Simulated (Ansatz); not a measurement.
The same group exchange along the group F, Cl, Br.

Gas-phase electronic energies from Ansatz, PBE0-D4/def2-TZVP geometries. CCSD(T)/CBS adds triple-zeta CCSD(T) − MP2 to the extrapolated MP2 energy (def2 sets, frozen cores). This one scheme is used for every species. DFT in def2-TZVPP. For Br outer-core shells are correlated without core-valence functions, which leaves a few kJ/mol of doubt a bond. Scalar relativity is left out up to krypton. Each species was taken in one conformer, which may not be the lowest.

```tsv
reaction	HF/CBS(def2) (kJ/mol)	r2SCAN-D4 (kJ/mol)	LDA (SPW92) (kJ/mol)	revPBE-D4 (kJ/mol)	CCSD(T)/CBS(def2) (kJ/mol)
`F[Si]S` + CH₄ → `C[Si]S` + H–F	182	168	158	154	160
`S[Si]Cl` + CH₄ → `C[Si]S` + HCl	141	141	133	138	135
`S[Si]Br` + CH₄ → `C[Si]S` + HBr	140	142	134	140	138
```

Largest T1 diagnostic: 0.015, for `F[Si]S`.
